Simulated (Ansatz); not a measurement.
One change: `[SiH3][CH2][AlH][SiH2]Cl` becomes `[AlH2][CH2][SiH3]`.

Ansatz, PBE0-D4/def2-TZVP geometries, multiplicity 1. Each molecule was computed in one conformer, which needn't be the lowest. `[SiH3][CH2][AlH][SiH2]Cl` holds a close contact that its SMILES doesn't draw: Cl···Al 2.50 Å.

```json
{"property": "HOMO energy (PBE0/def2-TZVPP) / eV", "`[SiH3][CH2][AlH][SiH2]Cl`": "-7.35"}
{"property": "LUMO energy (ωB97M-V/def2-TZVPP) / eV", "`[SiH3][CH2][AlH][SiH2]Cl`": "0.68"}
{"property": "LUMO energy (B3LYP/def2-TZVPP) / eV", "`[SiH3][CH2][AlH][SiH2]Cl`": "-1.29"}
{"property": "HOMO–LUMO gap (B3LYP/def2-TZVPP) / eV", "`[SiH3][CH2][AlH][SiH2]Cl`": "5.87"}
{"property": "HOMO energy (B3LYP/def2-TZVPP) / eV", "`[SiH3][CH2][AlH][SiH2]Cl`": "-7.16"}
{"property": "size of the dipole moment (B3LYP/def2-TZVPP) / D", "`[SiH3][CH2][AlH][SiH2]Cl`": "1.57"}
```

Q: Give the same properties after the change, and the shifts. (Best estimate.)

A: Ansatz gave: 
| property | `[AlH2][CH2][SiH3]` | shift |
| --- | --- | --- |
| HOMO energy (PBE0/def2-TZVPP) / eV | -8.08 | -0.73 |
| LUMO energy (ωB97M-V/def2-TZVPP) / eV | 0.10 | -0.58 |
| LUMO energy (B3LYP/def2-TZVPP) / eV | -1.70 | -0.41 |
| HOMO–LUMO gap (B3LYP/def2-TZVPP) / eV | 6.17 | 0.30 |
| HOMO energy (B3LYP/def2-TZVPP) / eV | -7.87 | -0.71 |
| size of the dipole moment (B3LYP/def2-TZVPP) / D | 1.04 | -0.53 |

With PBE0 the HOMO falls by 0.73 eV and the LUMO falls by 0.39 eV, so the gap widens by about 0.34 eV. PBE moves the HOMO by -0.57 eV and ωB97M-V by -0.91 eV. Dipoles are sizes alone; their direction can turn.

B3LYP here is the variant with VWN-RPA as its local correlation; programs differ in this.
